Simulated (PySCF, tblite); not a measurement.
Compound: C5H8N2OSi.
Atom-mapped SMILES: `[CH2:1]=[CH:2][C@@H:3]([N:4]=[CH2:5])[O:6][SiH2:7][C:8]#[N:9]` (hydrogens: H10, H11 on C1; H12 on C2; H13 on C3; H14, H15 on C5; H16, H17 on Si7)

Cartesian coordinates in Å at the GFN2-xTB level; atoms count from 1:
```
atom  x, y, z in Å
C1    -2.5253   -1.3685   -0.3558
C2    -1.3184   -0.9418   -0.6701
C3    -0.5922    0.1543    0.0642
N4     0.5662   -0.4354    0.6749
C5     0.6199   -0.6499    1.9050
O6    -0.1696    1.1319   -0.8301
Si7    1.3598    1.2790   -1.3618
C8     2.5188    1.6989    0.0502
N9     3.2092    1.9623    0.9258
H10   -3.0045   -2.1611   -0.9042
H11   -3.0852   -0.9435    0.4612
H12   -0.7546   -1.3622   -1.4894
H13   -1.2645    0.6334    0.7997
H14    1.5191   -1.0929    2.3054
H15   -0.1869   -0.4177    2.6056
H16    1.1928    2.4500   -2.2099
H17    1.9084    0.0750   -1.9806
```

Method: PBE0/pcSseg-1 in PySCF (dipole) on a GFN2-xTB geometry, gas phase.

Masses are those of the commonest isotopes; rigid-rotor values at the optimised geometry. The values belong to one conformer with, in the numbering `[CH2:1]=[CH:2][C@@H:3]([N:4]=[CH2:5])[O:6][SiH2:7][C:8]#[N:9]`, C1–C2–C3–N4 115°, C2–C3–N4–C5 -106°, C2–C3–O6–Si7 -102°, C3–O6–Si7–C8 -64°.

Give the principal moments of inertia and the rotational constants in cm⁻¹.

Ia = 201.59, Ib = 540.32, Ic = 695.21 u·Å²; 505379 MHz·u·Å²/I gives 2507, 935.3 and 726.9 MHz, that is A = 0.08362, B = 0.03120, C = 0.02425 cm⁻¹.

What kind of rotor is it?

An asymmetric top. Ray's parameter κ = (2B − A − C)/(A − C) = -0.766; −1 is the prolate and +1 the oblate limit.

What does the inertial defect say?

Not planar: Δ = Ic − Ia − Ib = -46.71 u·Å². For a rigid frame Δ = −2 Σ m c², so Σ m c² = 23.35 u·Å² lies off the ab plane: 9.18 from hydrogen and 14.18 from heavier atoms. The atom farthest from that plane is 1.72 Å away.

Give the other two planar moments, Paa and Pbb, and the rms extents of the mass along the axes.

Paa = Σ m a² = (Ib + Ic − Ia)/2 = 516.97 and Pbb = Σ m b² = (Ia + Ic − Ib)/2 = 178.24 u·Å². With the mass M = 140.04 u, the rms extents √(P/M) along a, b and c are 1.92, 1.13, 0.41 Å.

List the rotational levels J(Ka,Kc) to J = 4 (K).

Above 0(0,0), as E/k:
J = 1: 1(0,1) 0.080, 1(1,1) 0.155, 1(1,0) 0.165
J = 2: 2(0,2) 0.238, 2(1,2) 0.305, 2(1,1) 0.335, 2(2,1) 0.561, 2(2,0) 0.562
J = 3: 3(0,3) 0.474, 3(1,3) 0.529, 3(1,2) 0.588, 3(2,2) 0.800, 3(2,1) 0.805, 3(3,1) 1.203, 3(3,0) 1.203
J = 4: 4(0,4) 0.784, 4(1,4) 0.826, 4(1,3) 0.926, 4(2,3) 1.119, 4(2,2) 1.132, 4(3,2) 1.524, 4(3,1) 1.524, 4(4,1) 2.085, 4(4,0) 2.085
Those of J = 1 are B + C, A + C and A + B.

Which types of transition are allowed, and where do some lines up to J = 2 fall?

The dipole components are |μa| = 3.89 D, |μb| = 0.16 D, |μc| = 0.33 D. Intensities carry the squares of the components, which stand as 1.00 : 0.00 : 0.01 (a : b : c). Some lines, for components of 0.1 D or more:

| type | branch | J(Ka,Kc) | MHz | lower level (cm⁻¹) |
| --- | --- | --- | --- | --- |
| a | Q | 2(1,1) ← 2(1,2) | 625 | 0.212 |
| c | Q | 2(1,2) ← 2(0,2) | 1383 | 0.166 |
| c | Q | 1(1,1) ← 1(0,1) | 1572 | 0.055 |
| a | R | 1(0,1) ← 0(0,0) | 1662 | 0.000 |
| b | R | 2(0,2) ← 1(1,1) | 1734 | 0.108 |
| b | Q | 1(1,0) ← 1(0,1) | 1780 | 0.055 |
| b | Q | 2(1,1) ← 2(0,2) | 2008 | 0.166 |
| a | R | 2(1,2) ← 1(1,1) | 3116 | 0.108 |
| b | R | 1(1,1) ← 0(0,0) | 3234 | 0.000 |
| a | R | 2(0,2) ← 1(0,1) | 3305 | 0.055 |
| c | R | 1(1,0) ← 0(0,0) | 3442 | 0.000 |
| a | R | 2(1,1) ← 1(1,0) | 3533 | 0.115 |
| b | R | 2(1,2) ← 1(0,1) | 4688 | 0.055 |
| c | Q | 2(2,1) ← 2(1,1) | 4715 | 0.233 |
| b | Q | 2(2,0) ← 2(1,1) | 4734 | 0.233 |
| c | R | 2(1,1) ← 1(0,1) | 5313 | 0.055 |
| b | Q | 2(2,1) ← 2(1,2) | 5340 | 0.212 |
| b | R | 2(2,1) ← 1(1,0) | 8248 | 0.115 |
| c | R | 2(2,0) ← 1(1,0) | 8267 | 0.115 |
| c | R | 2(2,1) ← 1(1,1) | 8456 | 0.108 |
| b | R | 2(2,0) ← 1(1,1) | 8476 | 0.108 |

Estimate the classical rotational partition function at 50 K, 298.15 K and 500 K.

Point group C1, symmetry number σ = 1; q = (√π/σ)·√((kT/h)³/(ABC)), k/h = 20836.6 MHz/K: 45700 at 50 K, 665000 at 298.15 K, 1440000 at 500 K.

Its GFN2-xTB frequencies are all real (lowest 33 cm⁻¹). Zero-point vibration and centrifugal distortion are left out. Quadrupole hyperfine structure (14N) is left out.

The run took 84 s of wall time (grids of density and orbitals included) on one thread of an Arm Neoverse N1, no GPU, shared host, and the process peaked at 0.91 GiB of memory. This is the PBE0/pcSseg-1 job that gave the dipole, with the shieldings it also computed.
